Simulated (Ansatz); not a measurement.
Compare A (`CS[SiH2][SiH3]`) with its isomer B (`[SiH3]C([SiH3])S`).

Computed with Ansatz on PBE0-D4/def2-TZVP structures; ΔE is electronic, products minus reactants. CCSD(T)/CBS adds triple-zeta CCSD(T) − MP2 to the extrapolated MP2 energy (def2 sets, frozen cores). DFT in def2-TZVPP. B3LYP here is the variant with VWN-RPA as its local correlation; programs differ in this. Each species was taken in one conformer, which may not be the lowest.

Task: Which is lower in electronic energy at CCSD(T)/CBS, and by how much? (Best estimate.)

Result: Ansatz gave: A, by 59.6 kJ/mol.

Task: Give E(B) − E(A) in kJ/mol with HF/def2-TZVPP, MP2/def2-TZVPP, CCSD/def2-TZVPP, PBE0-D4, PBE-D4, B3LYP-D4, CCSD(T)/def2-TZVPP. (An estimate is asked.)

Result: Computed: HF/def2-TZVPP 65.0, MP2/def2-TZVPP 52.6, CCSD/def2-TZVPP 57.9, PBE0-D4 71.9, PBE-D4 73.8, B3LYP-D4 63.9, CCSD(T)/def2-TZVPP 57.2. None reverses the order clearly.

Largest T1 diagnostic: 0.012.

In def2-TZVPP, CCSD(T) changes the Hartree–Fock value by −7.8 kJ/mol (the triples alone add −0.7 kJ/mol) and MP2 by −12.5 kJ/mol. The D4 term adds −6.1 kJ/mol with B3LYP and −3.1 kJ/mol with PBE0; it sums over pairs of atoms, weighted by their polarisabilities, and B3LYP, whose exchange is more repulsive, gets the larger term.
